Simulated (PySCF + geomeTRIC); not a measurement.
The multiplicity is imposed and other spin states were not computed.

Species: [Mo(CO)5(H2S)] (charge 0, multiplicity 1).

Task: Give a relaxed geometry from BP86-D3(BJ)/def2-SVP (PySCF + geomeTRIC).

Result: This is not unique; one that fits is the end point of this relaxation, one of several conformers.
Cartesian coordinates (Å) in one orientation:
```xyz
14

Mo     0.073     0.008    -0.007
O      2.249    -1.375    -1.921
C      1.456    -0.884    -1.229
O      2.225     2.148     0.841
C      1.430     1.355     0.529
O     -2.063     1.436     1.919
C     -1.296     0.913     1.220
O     -0.850     1.884    -2.440
C     -0.519     1.202    -1.559
O      1.027    -1.844     2.441
C      0.671    -1.188     1.551
S     -1.691    -1.803    -0.655
H     -2.850    -1.101    -0.843
H     -1.534    -1.969    -2.003
```
